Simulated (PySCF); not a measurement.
# Reading the logs of faulty runs: AlCl2GeH

All numbers below are calculated, not measured. The program is PySCF 2.14.0, an open-source quantum chemistry code, run on an isolated molecule that a program drew, which may never have been made. The molecule is AlCl2GeH (charge 0, singlet), drawn as the SMILES string `[Cl][Al]([Cl])[GeH]`.

Each row is a Hartree-Fock (HF) and frozen-core CCSD(T) single point in the cc-pV(D+d)Z basis, meant for a local HF minimum. Run 1 is clean. Each other run has one planted mistake out of seven kinds, and not every kind appears here: one electron removed, one electron added, multiplicity raised by two, geometry at a saddle point, minimal basis STO-3G, one bond length entered in bohr, all coordinates scaled. The reference is restricted for singlets and unrestricted otherwise, and also for a bond in bohr. Adding or removing an electron swaps singlet and doublet. Electrons count all cores. HOMO and LUMO are orbital energies over both spins, the gradient is its largest component, and the lowest frequency (negative if imaginary) is given only where the gradient is small. Bond lengths are over the 4 bonds as drawn. T1 is the CCSD diagnostic: over 0.02 (restricted) or 0.045 (unrestricted) a single reference is doubtful. Germanium has the cc-pVDZ-PP basis, with a core potential (ECP10MDF) in place of its 10 inner electrons, and its 3s, 3p and 3d shells are frozen in CCSD(T).

Geometry of the clean run:
```xyz
5
AlCl2GeH, angstrom
Cl    0.2584    2.1310    0.5917
Al    1.3982    0.4216    0.0814
Cl    3.4501    0.7566   -0.3175
Ge    0.3750   -1.9192    0.0283
H     0.0288   -1.7056   -1.5042
```

| run | electrons | basis functions | <S^2> | HOMO (eV) | LUMO (eV) | gradient (hartree/bohr) | lowest frequency (cm^-1) | mean bond (Å) | longest bond (Å) | T1 | HF (hartree) | CCSD(T) (hartree) | mistake |
|---|---|---|---|---|---|---|---|---|---|---|---|---|---|
| 1 | 80 | 97 | 0.000 | -8.92 | -0.54 | 1.6e-05 | 65 | 2.0937 | 2.555 | 0.0125 | -1455.01851 | -1455.47876 | no fault |
| 2 | 80 | 97 | 2.021 | -8.35 | -0.99 | 2.7e-02 | - | 2.0937 | 2.555 | 0.0160 | -1454.99811 | -1455.44339 | multiplicity raised by two |
| 3 | 79 | 97 | 0.774 | -16.36 | -7.21 | 5.0e-02 | - | 2.0937 | 2.555 | 0.0190 | -1454.72337 | -1455.16188 | one electron removed |
| 4 | 80 | 97 | 0.000 | -8.78 | -0.42 | 2.6e-02 | - | 2.0225 | 2.468 | 0.0120 | -1455.01311 | -1455.47258 | ? |
| 5 | 81 | 97 | 0.762 | -2.12 | 6.01 | 3.8e-02 | - | 2.0937 | 2.555 | 0.0137 | -1455.06610 | -1455.53670 | ? |

**Which mistake was planted in run 4, and what did it cost?**

The mean and the longest bond both change by the same factor, 0.966, and the gradient is no longer small. So the mistake is: all coordinates scaled. Subtracting run 1 and multiplying by 627.51 kcal/mol a hartree, the energy moved by 3.4 kcal/mol in HF and 3.9 kcal/mol in CCSD(T).

**Which mistake was planted in run 5, and what did it cost?**

It counts 81 electrons, one more than the clean run, at the same geometry and basis. So the mistake is: one electron added. Subtracting run 1 and multiplying by 627.51 kcal/mol a hartree, the energy moved by -29.9 kcal/mol in HF and -36.4 kcal/mol in CCSD(T).

